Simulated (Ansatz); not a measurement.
trans-VF2(H2O)4 (VO₄F₂H₈). Charge 0, multiplicity 4. Geometry PBE-D4/def2-SVP.

```
atom   x (Å)   y (Å)   z (Å)
  F1  -1.998   0.429  -0.175
  F2   1.998  -0.428   0.175
  O3  -0.302   1.470  -1.584
  O4   0.302  -1.470   1.583
  O5   0.580  -1.336  -1.616
  O6  -0.580   1.335   1.617
  V7   0.000   0.000   0.000
  H8  -0.075   2.374  -1.294
  H9  -1.256   1.313  -1.258
 H10   1.257  -1.312   1.257
 H11   0.076  -2.373   1.293
 H12   1.483  -1.169  -1.193
 H13   0.571  -0.775  -2.417
 H14  -0.572   0.773   2.417
 H15  -1.483   1.169   1.194
```

No other spin state of charge 0 was run.

Q: Estimate the α-spin orbital energies around the gap (eV) in Ansatz with HF/def2-TZVP, PBE-D4/def2-SVP, r2SCAN-D4/def2-TZVP, r2SCANh-D4/def2-TZVP, PBE0-D4/def2-TZVP.

A: 
```json
{"orbital": "HOMO−9", "HF/def2-TZVP": "-15.37", "PBE-D4/def2-SVP": "-8.20", "r2SCAN-D4/def2-TZVP": "-9.06", "r2SCANh-D4/def2-TZVP": "-9.76", "PBE0-D4/def2-TZVP": "-10.52"}
{"orbital": "HOMO−8", "HF/def2-TZVP": "-15.35", "PBE-D4/def2-SVP": "-8.15", "r2SCAN-D4/def2-TZVP": "-9.02", "r2SCANh-D4/def2-TZVP": "-9.72", "PBE0-D4/def2-TZVP": "-10.50"}
{"orbital": "HOMO−7", "HF/def2-TZVP": "-15.15", "PBE-D4/def2-SVP": "-7.68", "r2SCAN-D4/def2-TZVP": "-8.63", "r2SCANh-D4/def2-TZVP": "-9.34", "PBE0-D4/def2-TZVP": "-10.12"}
{"orbital": "HOMO−6", "HF/def2-TZVP": "-14.75", "PBE-D4/def2-SVP": "-7.43", "r2SCAN-D4/def2-TZVP": "-8.35", "r2SCANh-D4/def2-TZVP": "-9.05", "PBE0-D4/def2-TZVP": "-9.81"}
{"orbital": "HOMO−5", "HF/def2-TZVP": "-14.70", "PBE-D4/def2-SVP": "-7.33", "r2SCAN-D4/def2-TZVP": "-8.30", "r2SCANh-D4/def2-TZVP": "-9.02", "PBE0-D4/def2-TZVP": "-9.79"}
{"orbital": "HOMO−4", "HF/def2-TZVP": "-14.52", "PBE-D4/def2-SVP": "-7.30", "r2SCAN-D4/def2-TZVP": "-8.20", "r2SCANh-D4/def2-TZVP": "-8.90", "PBE0-D4/def2-TZVP": "-9.65"}
{"orbital": "HOMO−3", "HF/def2-TZVP": "-14.42", "PBE-D4/def2-SVP": "-7.10", "r2SCAN-D4/def2-TZVP": "-8.06", "r2SCANh-D4/def2-TZVP": "-8.76", "PBE0-D4/def2-TZVP": "-9.51"}
{"orbital": "HOMO−2", "HF/def2-TZVP": "-11.43", "PBE-D4/def2-SVP": "-2.94", "r2SCAN-D4/def2-TZVP": "-3.92", "r2SCANh-D4/def2-TZVP": "-4.75", "PBE0-D4/def2-TZVP": "-5.57"}
{"orbital": "HOMO−1", "HF/def2-TZVP": "-11.30", "PBE-D4/def2-SVP": "-2.75", "r2SCAN-D4/def2-TZVP": "-3.73", "r2SCANh-D4/def2-TZVP": "-4.57", "PBE0-D4/def2-TZVP": "-5.40"}
{"orbital": "HOMO", "HF/def2-TZVP": "-10.96", "PBE-D4/def2-SVP": "-2.68", "r2SCAN-D4/def2-TZVP": "-3.64", "r2SCANh-D4/def2-TZVP": "-4.43", "PBE0-D4/def2-TZVP": "-5.21"}
{"orbital": "LUMO", "HF/def2-TZVP": "1.95", "PBE-D4/def2-SVP": "-0.89", "r2SCAN-D4/def2-TZVP": "-0.61", "r2SCANh-D4/def2-TZVP": "-0.33", "PBE0-D4/def2-TZVP": "-0.33"}
{"orbital": "LUMO+1", "HF/def2-TZVP": "3.68", "PBE-D4/def2-SVP": "-0.56", "r2SCAN-D4/def2-TZVP": "-0.46", "r2SCANh-D4/def2-TZVP": "0.20", "PBE0-D4/def2-TZVP": "0.77"}
{"orbital": "LUMO+2", "HF/def2-TZVP": "4.19", "PBE-D4/def2-SVP": "-0.23", "r2SCAN-D4/def2-TZVP": "-0.12", "r2SCANh-D4/def2-TZVP": "0.53", "PBE0-D4/def2-TZVP": "0.90"}
{"orbital": "LUMO+3", "HF/def2-TZVP": "4.66", "PBE-D4/def2-SVP": "0.62", "r2SCAN-D4/def2-TZVP": "0.72", "r2SCANh-D4/def2-TZVP": "1.00", "PBE0-D4/def2-TZVP": "1.13"}
{"orbital": "LUMO+4", "HF/def2-TZVP": "5.70", "PBE-D4/def2-SVP": "1.04", "r2SCAN-D4/def2-TZVP": "1.05", "r2SCANh-D4/def2-TZVP": "1.35", "PBE0-D4/def2-TZVP": "1.30"}
{"orbital": "LUMO+5", "HF/def2-TZVP": "6.15", "PBE-D4/def2-SVP": "1.74", "r2SCAN-D4/def2-TZVP": "1.89", "r2SCANh-D4/def2-TZVP": "2.20", "PBE0-D4/def2-TZVP": "2.08"}
{"orbital": "β HOMO", "HF/def2-TZVP": "-14.41", "PBE-D4/def2-SVP": "-7.09", "r2SCAN-D4/def2-TZVP": "-8.04", "r2SCANh-D4/def2-TZVP": "-8.74", "PBE0-D4/def2-TZVP": "-9.50"}
{"orbital": "β LUMO", "HF/def2-TZVP": "1.93", "PBE-D4/def2-SVP": "-0.97", "r2SCAN-D4/def2-TZVP": "-0.61", "r2SCANh-D4/def2-TZVP": "-0.34", "PBE0-D4/def2-TZVP": "-0.39"}
```
